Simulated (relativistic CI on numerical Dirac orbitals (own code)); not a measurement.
# Level scheme of Ca XI

Method of calculation: Dirac-Coulomb-Breit CI, separate exchange-only KLI orbitals for each configuration, model QED, unscaled Slater integrals (own radial code, finite nucleus).

CI space (outside the closed core 1s2): 2s2 2p6, 2s2 2p5 3s, 2s2 2p5 3p, 2s2 2p5 3d, 2s 2p6 3s, 2s 2p6 3p, 2s2 2p5 4s, 2s2 2p5 4p, 2s 2p6 3d, 2s2 2p5 4d, 2s2 2p5 4f, 2s2 2p4 3s2, 2s2 2p4 3s 3p, 2s 2p6 4s, 2s 2p6 4p, 2s2 2p4 3p2. Levels of other configurations are missing.

| No. | Configuration | Term | J | E (eV) | % | Next component (%) | Landé g |
| --- | --- | --- | --- | --- | --- | --- | --- |
| 1 | 2s2 2p6 | 1S | 0 | 0.000 | 100 |  |  |
| 2 | 2s2 2p5 3s | 3P° | 2 | 346.501 | 100 |  | 1.500 |
| 3 | 2s2 2p5 3s | 3P° | 1 | 347.647 | 64 | 36 1P° | 1.317 |
| 4 | 2s2 2p5 3s | 3P° | 0 | 350.191 | 100 |  |  |
| 5 | 2s2 2p5 3s | 1P° | 1 | 351.253 | 64 | 36 3P° | 1.181 |
| 6 | 2s2 2p5 3p | 3S | 1 | 365.210 | 93 | 5 3P | 1.965 |
| 7 | 2s2 2p5 3p | 3D | 2 | 368.428 | 68 | 24 1D | 1.152 |
| 8 | 2s2 2p5 3p | 3D | 3 | 368.441 | 100 |  | 1.333 |
| 9 | 2s2 2p5 3p | 3D | 1 | 369.514 | 45 | 34 1P | 0.880 |
| 10 | 2s2 2p5 3p | 3P | 2 | 370.347 | 65 | 34 1D | 1.326 |
| 11 | 2s2 2p5 3p | 3D | 1 | 372.046 | 53 | 40 1P | 0.771 |
| 12 | 2s2 2p5 3p | 3P | 0 | 372.297 | 99 | 1 1S |  |
| 13 | 2s2 2p5 3p | 1D | 2 | 373.189 | 42 | 31 3D | 1.186 |
| 14 | 2s2 2p5 3p | 3P | 1 | 373.255 | 67 | 26 1P | 1.380 |
| 15 | 2s2 2p5 3p | 1S | 0 | 385.472 | 98 | 1 3P |  |
| 16 | 2s2 2p5 3d | 3P° | 0 | 395.331 | 99 |  |  |
| 17 | 2s2 2p5 3d | 3P° | 1 | 395.720 | 96 | 3 3D° | 1.467 |
| 18 | 2s2 2p5 3d | 3P° | 2 | 396.516 | 86 | 8 3D° | 1.448 |
| 19 | 2s2 2p5 3d | 3F° | 4 | 397.014 | 100 |  | 1.250 |
| 20 | 2s2 2p5 3d | 3F° | 3 | 397.573 | 75 | 21 1F° | 1.076 |
| 21 | 2s2 2p5 3d | 3F° | 2 | 398.483 | 56 | 27 1D° | 0.843 |
| 22 | 2s2 2p5 3d | 3D° | 3 | 399.127 | 55 | 42 1F° | 1.186 |
| 23 | 2s2 2p5 3d | 3D° | 1 | 401.012 | 91 | 7 1P° | 0.559 |
| 24 | 2s2 2p5 3d | 3F° | 2 | 401.562 | 44 | 35 1D° | 0.886 |
| 25 | 2s2 2p5 3d | 3D° | 2 | 401.999 | 53 | 34 1D° | 1.155 |
| 26 | 2s2 2p5 3d | 3D° | 3 | 402.075 | 40 | 37 1F° | 1.153 |
| 27 | 2s2 2p5 3d | 1P° | 1 | 407.373 | 92 | 6 3D° | 0.974 |
| 28 | 2s 2p6 3s | 3S | 1 | 437.997 | 98 | 1 2s2 2p5 3p 3S | 2.001 |
| 29 | 2s 2p6 3s | 1S | 0 | 442.262 | 99 | 1 2s2 2p5 4p 1S |  |
| 30 | 2s 2p6 3p | 3P° | 0 | 459.065 | 96 | 4 2s2 2p5 4s 3P° |  |
| 31 | 2s 2p6 3p | 3P° | 1 | 459.145 | 90 | 6 2s2 2p5 4s 3P° | 1.484 |
| 32 | 2s 2p6 3p | 3P° | 2 | 459.464 | 87 | 13 2s2 2p5 4s 3P° | 1.500 |
| 33 | 2s 2p6 3p | 1P° | 1 | 461.407 | 95 | 3 3P° | 1.014 |
| 34 | 2s2 2p5 4s | 3P° | 2 | 464.416 | 87 | 13 2s 2p6 3p 3P° | 1.500 |
| 35 | 2s2 2p5 4s | 1P° | 1 | 464.518 | 60 | 35 3P° | 1.192 |
| 36 | 2s2 2p5 4s | 3P° | 0 | 467.821 | 96 | 4 2s 2p6 3p 3P° |  |
| 37 | 2s2 2p5 4s | 3P° | 1 | 467.989 | 59 | 38 1P° | 1.307 |
| 38 | 2s2 2p5 4p | 3S | 1 | 471.654 | 80 | 17 3P | 1.886 |
| 39 | 2s2 2p5 4p | 3D | 3 | 472.209 | 99 | 1 2s 2p6 3d 3D | 1.333 |
| 40 | 2s2 2p5 4p | 3D | 2 | 472.243 | 58 | 32 1D | 1.145 |
| 41 | 2s2 2p5 4p | 1P | 1 | 472.715 | 53 | 24 3D | 0.997 |
| 42 | 2s2 2p5 4p | 3P | 2 | 472.960 | 69 | 30 1D | 1.347 |
| 43 | 2s2 2p5 4p | 3P | 0 | 474.805 | 91 | 8 1S |  |
| 44 | 2s2 2p5 4p | 3D | 1 | 475.791 | 72 | 24 1P | 0.649 |
| 45 | 2s2 2p5 4p | 3D | 2 | 476.268 | 41 | 38 1D | 1.173 |
| 46 | 2s2 2p5 4p | 3P | 1 | 476.287 | 60 | 20 1P | 1.466 |
| 47 | 2s2 2p5 4p | 1S | 0 | 480.569 | 90 | 9 3P |  |
| 48 | 2s2 2p5 4d | 3P° | 0 | 482.098 | 100 |  |  |
| 49 | 2s2 2p5 4d | 3P° | 1 | 482.320 | 90 | 9 3D° | 1.405 |
| 50 | 2s2 2p5 4d | 3F° | 4 | 482.632 | 100 |  | 1.250 |
| 51 | 2s2 2p5 4d | 3P° | 2 | 482.698 | 68 | 20 3D° | 1.373 |
| 52 | 2s2 2p5 4d | 3F° | 3 | 482.899 | 64 | 28 1F° | 1.078 |
| 53 | 2s2 2p5 4d | 1D° | 2 | 483.274 | 41 | 32 3F° | 0.935 |
| 54 | 2s2 2p5 4d | 3D° | 3 | 483.464 | 64 | 34 1F° | 1.215 |
| 55 | 2s2 2p5 4f | 3D | 1 | 484.428 | 62 | 38 2s 2p6 3d 3D | 0.500 |
| 56 | 2s2 2p5 4f | 3D | 2 | 484.637 | 55 | 38 2s 2p6 3d 3D | 1.150 |
| 57 | 2s2 2p5 4d | 3D° | 1 | 484.865 | 72 | 21 1P° | 0.667 |
| 58 | 2s2 2p5 4f | 3D | 3 | 485.100 | 46 | 42 2s 2p6 3d 3D | 1.302 |
| 59 | 2s2 2p5 4f | 1D | 2 | 486.278 | 63 | 22 3F | 0.930 |
| 60 | 2s2 2p5 4d | 3F° | 2 | 486.559 | 67 | 22 1D° | 0.792 |
| 61 | 2s2 2p5 4d | 3D° | 2 | 486.674 | 43 | 32 3P° | 1.232 |
| 62 | 2s2 2p5 4f | 3G | 5 | 486.793 | 100 |  | 1.200 |
| 63 | 2s2 2p5 4f | 1G | 4 | 486.805 | 52 | 48 3G | 1.023 |
| 64 | 2s2 2p5 4d | 1F° | 3 | 486.819 | 37 | 35 3F° | 1.122 |
| 65 | 2s2 2p5 4f | 1F | 3 | 487.095 | 40 | 30 3F | 0.950 |
| 66 | 2s2 2p5 4f | 3F | 4 | 487.112 | 70 | 16 1G | 1.183 |
| 67 | 2s2 2p5 4f | 3F | 3 | 488.627 | 40 | 30 1F | 1.135 |
| 68 | 2s2 2p5 4d | 1P° | 1 | 488.956 | 77 | 18 3D° | 0.928 |
| 69 | 2s2 2p5 4f | 3F | 2 | 489.037 | 56 | 25 2s 2p6 3d 3D | 0.859 |
| 70 | 2s 2p6 3d | 3D | 1 | 490.223 | 61 | 38 2s2 2p5 4f 3D | 0.499 |

Energies count from the lowest computed level; ° marks odd parity.

The mean weight of the leading LS term, summed over parents, in these 70 levels is 73 %, and that of the leading jj configuration (from the same eigenvectors) 81 %.

At this charge energies of transitions that change n are usually good to better than 1 %, and those within a shell (Δn = 0) to a few per cent.

LS names give the leading component of a level, which can be under half, so a name can repeat, a term be missing and a line seem to break the LS rules.
